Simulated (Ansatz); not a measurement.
Isomers of P4OsCl2F12 (singlet), relaxed with PBE-D4/def2-SVP; total energies from Ansatz at CAM-B3LYP-D4/def2-TZVP.

```
isomer                     description  energy (Eh)
     A  trans-OsCl2(PF3)4 (P₄OsCl₂F₁₂)  -3575.70611
     B    cis-OsCl2(PF3)4 (P₄OsCl₂F₁₂)  -3575.72405
```

In the def2 sets Os takes a core potential; there is no spin–orbit coupling. Single mean-field runs in def2-TZVP are fitted with def2-universal-jkfit.

Question: Work out the relative energies (1 Eh = 2625.5 kJ/mol) and the Boltzmann populations at 500 K from electronic energies alone (R = 8.314 J/mol/K).

Answer: ΔE: A 47.1, B 0.0 kJ/mol. RT = 4.16 kJ/mol. Factors exp(−ΔE/RT): A 1.21e-05, B 1; sum 1.000. Populations: A 0.0 %, B 100.0 %. Zero-point energy, vibrational entropy and symmetry numbers are left out and can shift these; an error of 4 kJ/mol changes a ratio by a factor of 2.6. Over the other density-functional and correlated levels in def2 sets, the gap between B and A ranges from 45 to 70 kJ/mol.
